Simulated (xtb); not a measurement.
n-butyl acetate (C₆H₁₂O₂), singlet, at a GFN2-xTB geometry. Base run: GFN0-xTB (xtb).

Input for xtb:
```
$ xtb mol.xyz --gfn 0 --json

# file mol.xyz
20

C     -3.89440677     0.59454652    -0.33914431
C     -2.68001968    -0.31588928    -0.20491072
C     -1.38482384     0.48734588    -0.11951388
C     -0.17218977    -0.42092200     0.01524335
O      1.00033746     0.39177182     0.08275542
C      2.16802990    -0.25184192     0.17766581
C      3.31561892     0.72248799     0.23727749
O      2.26799694    -1.44948390     0.20894184
H     -3.81830555     1.20228703    -1.23782775
H     -4.80696323     0.00670346    -0.39843415
H     -3.96943663     1.25962206     0.51805895
H     -2.78316202    -0.93130463     0.69123698
H     -2.63196905    -0.98823606    -1.06403610
H     -1.41976689     1.15834622     0.74057834
H     -1.26798427     1.09989802    -1.01525903
H     -0.23298041    -1.03303909     0.92249391
H     -0.08587689    -1.09870449    -0.84185072
H      3.18703026     1.38072010     1.09268432
H      3.31828247     1.33210993    -0.66271262
H      4.25120428     0.17893113     0.32178314
```

Each row names what was changed in the base input (with any setting that the change needs).

| change | ΔE vs base (mEh) | HOMO-LUMO gap (eV) |
|---|---|---|
| base | 0.000 | 4.67 |
| etemp = 10000 | ? | 4.67 |
| acc = 30 | 0.000 | 4.67 |
| acc = 0.1 | 0.000 | 4.67 |
| acc = 1000 | 0.000 | 4.67 |
| etemp = 5000 | -0.371 | 4.67 |

Problem. Some entries are withheld; supply them.

Solution. 
- etemp = 10000, ΔE vs base (mEh): -15.444
